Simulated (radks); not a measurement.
The iron ion Fe3+, 23 electrons, occupied as [Ar] 3d5. Method: non-relativistic Kohn-Sham, PBE, spin-polarised, spherical densities, point nucleus; open shells are filled with parallel spins first; computed with a radial shooting solver on a logarithmic mesh with Libxc functionals.

X-ray form factor f0, the Fourier transform of the density (f0(0) = 23):

| sin(theta)/lambda (1/angstrom) | f0 (electrons) |
|---|---|
| 0.05 | 22.760 |
| 0.1 | 22.071 |
| 0.15 | 21.010 |
| 0.2 | 19.687 |
| 0.25 | 18.218 |
| 0.3 | 16.706 |
| 0.4 | 13.858 |
| 0.5 | 11.515 |
| 0.6 | 9.756 |
| 0.8 | 7.627 |
| 1 | 6.513 |
| 1.25 | 5.553 |
| 1.5 | 4.677 |
| 2 | 3.151 |
